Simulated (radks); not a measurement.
Values are calculated unless marked as measured or tabulated.
K2+, configuration [Ne] 3s2 3p5 (the NIST ground configuration). Code: a radial shooting solver on a logarithmic mesh with Libxc functionals. Model: Dirac Kohn-Sham, exchange-only PBE, spin-unpolarised, spherical densities, finite nucleus; open shells fill j = l - 1/2 first; Fermi nuclear charge, rms radius 3.4349 fm.

Spin-orbit splittings of the eigenvalues, e(l+1/2) - e(l-1/2), with zeta = 2 splitting/(2l+1) and mean radii in bohr:

\begin{tabular}{lrrrrr}
shell & occ. & splitting (eV) & zeta (eV) & <r> j=l-1/2 & <r> j=l+1/2 \\ \hline
2p & 6 & 2.899 & 1.932 & 0.3487 & 0.3512 \\
3p & 5 & 0.2976 & 0.1984 & 1.356 & 1.363 \\
3d & 0 & 0.01600 & 0.006398 & 1.932 & 1.935 \\
\end{tabular}
